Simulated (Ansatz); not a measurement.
The cluster Sn2O4⁺. Total charge 1; doublet. Geometry PBE-D4/def2-SVP; atoms count from 1.

| atom | x (Å) | y (Å) | z (Å) |
| --- | --- | --- | --- |
| Sn1 | 0.2197 | -2.5019 | 0.4888 |
| Sn2 | -0.7569 | 2.2072 | -0.3395 |
| O3 | -0.5876 | 0.4183 | 1.1093 |
| O4 | 0.7608 | -0.8440 | -0.5385 |
| O5 | -0.2106 | 0.9013 | -1.7377 |
| O6 | 0.5746 | -0.1810 | 1.0175 |

In the def2 sets Sn takes a core potential; there is no spin–orbit coupling. The structure holds one bond between oxygen atoms, so isomers without such links may lie far lower. Another isomer (doublet) lies 3.10 eV lower at PBE0-D4/def2-TZVP; other spin states weren't run for this one.

Q: Estimate the Mulliken populations from the PBE0/def2-TZVP orbitals of Ansatz.

A: 
```tsv
atom	charge (e)	spin (α − β)
Sn1	1.11	0.00
Sn2	1.00	-0.05
O3	-0.33	0.02
O4	-0.37	0.11
O5	-0.36	0.95
O6	-0.04	-0.03
```
Mulliken values depend strongly on the basis.

Q: Where does the spin sit?

A: Summed by element: Sn -0.05, O 1.05, of 1 unpaired in all. Largest on single atoms: O5 0.95, O4 0.11, Sn2 -0.05.

Q: And the Mayer bond orders between heavy atoms (over 0.3)?

A: Sn1–O4 1.02 (2.02 Å); Sn1–O6 0.34 (2.41 Å); Sn2–O3 0.46 (2.31 Å); Sn2–O5 1.12 (1.99 Å); O3–O6 1.04 (1.31 Å); O4–O6 0.68 (1.70 Å).
